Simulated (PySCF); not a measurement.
Computed IR spectrum (relative IR intensity) of a molecule C2H9NOSi2. The structure is a stationary point at PBE-D3(BJ)/def2-SVP. One conformer was computed; it need not be the lowest. Computed with PBE-D3(BJ)/def2-SVP (PySCF). Frequencies are harmonic and unscaled.

Lines under 2 % of the strongest are left out, and lines within 2 cm⁻¹ are merged.

ν (cm⁻¹): 51 (w), 64 (m), 202 (w), 212 (vw), 464 (w), 609 (w), 628 (w), 639 (w), 683 (s), 707 (vs), 756 (m), 814 (m), 823 (s), 918 (s), 958 (s), 977 (m), 1120 (w), 1138 (vw), 1197 (m), 1247 (m), 1384 (w), 1397 (w), 1419 (w), 2082 (vs), 2113 (s), 2123 (vs), 2886 (m), 2894 (s), 2931 (m), 2954 (m), 3042 (w), 3774 (s) (against the strongest line: vs over 80 %, s over 45 %, m over 15 %, w over 4 %, vw less)

### Question
Which structure fits?
A) [SiH3]/C=N\CO[SiH3]
B) N[Si@H]1COC[SiH2]1
C) CC1(N)[SiH2]O[SiH2]1
D) CN1C[Si@@H](O)[SiH2]1

### Answer
D, CN1C[Si@@H](O)[SiH2]1
